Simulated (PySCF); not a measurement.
## How methods differ on the ionisation energy of Zn²⁸⁺

Zn²⁸⁺ 1s2 (1S) → Zn²⁹⁺ 1s1 (2S), as a difference of total energies. All numbers are calculated (PySCF 2.14, the spin-free X2C one-electron Hamiltonian (Gaussian nucleus), in an uncontracted even-tempered set (17 s from 35 bohr⁻², ratio 2.2; 7 p from 53 bohr⁻², ratio 2.4; 4 d from 160 bohr⁻², ratio 2.4; 3 f from 240 bohr⁻², ratio 2.4; 3 g from 360 bohr⁻², ratio 2.4)). Correlated levels: nothing frozen; virtual orbitals above 40 to 60 times the deepest correlated orbital energy dropped. The calculations carry no spin-orbit coupling.

```csv
method,ionisation energy (eV)
UHF,11874.3
MP2 (all electrons),11875.6
SCS-MP2 (all electrons),11875.9
CCSD (all electrons),11875.6
```

With two correlated electrons CCSD is exact in that space.

For comparison: 11864.9 eV (theoretical estimate listed by NIST; NIST Atomic Spectra Database, ionization energies).
